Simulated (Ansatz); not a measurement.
Reaction (ligand exchange at a B–O bond): `NCBO` + H–F → `NCBF` + H₂O

Isolated molecules relaxed with PBE0-D4/def2-TZVP in Ansatz; ΔE leaves out vibrations. CBS: MP2 limit from def2 TZ/QZ plus the TZ coupled-cluster correction, frozen cores. This one scheme is used for every species. Functionals use def2-TZVPP. B3LYP here is the variant with VWN-RPA as its local correlation; programs differ in this. Each species was taken in one conformer, which may not be the lowest.

(1) Is it downhill or uphill in electronic energy at CCSD(T)/CBS, and by how much? (Best estimate.)

(2) What do these levels give: r2SCAN-D4, PBE0-D4, B3LYP-D4, ωB97X-V, B2PLYP, PBE, PBE0, B3LYP, HF/def2-TZVPP, MP2/def2-TZVPP, SCS-MP2/def2-TZVPP, MP2/CBS(def2)? (An estimate is asked.)

Largest T1 diagnostic among the species: 0.012.

## Answers

(1) The calculation gave: Uphill: ΔE = +9.9 kJ/mol.

(2) Ansatz gave: r2SCAN-D4 7.3, PBE0-D4 11.0, B3LYP-D4 6.7, ωB97X-V 6.6, B2PLYP 6.7, PBE 10.7, PBE0 9.3, B3LYP 3.5, HF/def2-TZVPP -9.8, MP2/def2-TZVPP 13.3, SCS-MP2/def2-TZVPP 9.0, MP2/CBS(def2) 12.1 kJ/mol.

In def2-TZVPP, CCSD(T) changes the Hartree–Fock value by +20.9 kJ/mol (the triples alone add +3.3 kJ/mol) and MP2 by +23.1 kJ/mol. The D4 term adds +3.2 kJ/mol with B3LYP and +1.7 kJ/mol with PBE0; it sums over pairs of atoms, weighted by their polarisabilities, and B3LYP, whose exchange is more repulsive, gets the larger term.
